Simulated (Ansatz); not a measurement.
Cartesian coordinates in Å:
```
F -0.3637 -2.1350 0.9127
B -0.3599 -0.9406 0.3758
C 0.6677 0.2717 0.2869
C -0.4565 0.6061 -0.6710
N -1.3461 -0.3184 -0.5228
H 0.7370 0.9475 1.1413
H 1.6598 0.1295 -0.1457
H -0.5384 1.4391 -1.3772
```

Charge 0, multiplicity 1.

Question: List the B3LYP/def2-TZVPP orbital energies in eV (the Gaussian-basis code of Ansatz). (An estimate is asked.)

Answer: Ansatz gave: Occupied: -672.23, -389.41, -279.17, -277.02, -185.72, -33.51, -26.16, -19.76, -16.60, -15.13, -13.56, -13.25, -13.20, -12.21, -10.98, -9.40, -9.13, -7.62. Lowest empty: -1.72, 0.51, 0.62, 1.51, 2.10, 2.21, 2.72, 3.81.

B3LYP here is the variant with VWN-RPA as its local correlation; programs differ in this.
